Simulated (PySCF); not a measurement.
Computed shifts of a molecule C2H10Si2, PySCF with KT2/pcSseg-1, GIAO, gas phase, equivalent atoms averaged, in ppm (number of nuclei): ²⁹Si: -62.6 (2). ¹³C: 10.1 (2). ¹H: 4.18 (6), 1.05 (4). References: ²⁹Si against TMS (σ = 361.9 ppm); ¹³C against TMS (σ = 185.1 ppm); ¹H against TMS (σ = 31.47 ppm), references at their B3LYP-D3(BJ)/def2-TZVP geometries, non-relativistic. The structure is a stationary point at B3LYP-D3(BJ)/def2-SVP. One conformer was computed; it need not be the lowest.

**Question.** Which molecule gave these data?
A) CC[SiH2][SiH3]
B) [SiH3]CC[SiH3]
C) C[SiH2][SiH2]C
D) C[SiH](C)[SiH3]

**Answer.** B, [SiH3]CC[SiH3]
